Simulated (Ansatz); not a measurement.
This geometry of CH7FNPSi2 (13 atoms, charge 0, multiplicity 1) is a first-order saddle point.

Level of theory: RKS PBE-D4/6-31G* in Ansatz 0.2.0.

```xyz
13
Properties=species:S:1:pos:R:3
C -2.236 -0.377 -0.552
Si -0.539 -0.286 0.247
F -0.659 -0.696 1.833
Si 1.302 -0.524 -1.043
P 0.738 1.593 -0.092
N 1.631 1.158 1.353
H -2.942 0.303 -0.047
H -2.162 -0.078 -1.612
H -2.640 -1.402 -0.509
H 1.018 -0.813 -2.495
H 2.681 -0.943 -0.648
H 1.183 0.829 2.204
H 2.646 1.203 1.376
```

Task: Which two structures does it join? (They come from a converged band through this point; their orientation in space is the band's.)

Result: No bond is made or broken. The height of N6 over the plane of its neighbours goes from -0.39 to 0.34 Å.

Image 0:

```xyz
13
Properties=species:S:1:pos:R:3
C -2.224 -0.378 -0.623
Si -0.573 -0.323 0.275
F -0.778 -0.868 1.802
Si 1.287 -0.484 -1.004
P 0.724 1.550 0.045
N 1.665 0.830 1.424
H -2.969 0.259 -0.117
H -2.094 -0.008 -1.654
H -2.615 -1.407 -0.670
H 0.992 -0.558 -2.479
H 2.692 -0.900 -0.705
H 1.272 1.114 2.328
H 2.642 1.139 1.392
```

Image 6:

```xyz
13
Properties=species:S:1:pos:R:3
C -2.309 -0.358 -0.492
Si -0.552 -0.363 0.162
F -0.507 -0.851 1.732
Si 1.347 -0.649 -1.063
P 0.752 1.487 -0.184
N 1.531 1.510 1.403
H -2.949 0.294 0.126
H -2.311 0.030 -1.525
H -2.736 -1.375 -0.502
H 1.278 -0.870 -2.547
H 2.551 -1.272 -0.425
H 1.388 0.683 1.994
H 2.536 1.699 1.335
```

Task: How far does it lie above each of them?

Result: 0.106 eV above the first and 0.069 eV above the second. This is the barrier of this one path; another mechanism may lie lower.

Run time: 2.1 min on 2 threads of Arm Neoverse V1 (shared host), peak memory 0.17 GiB.
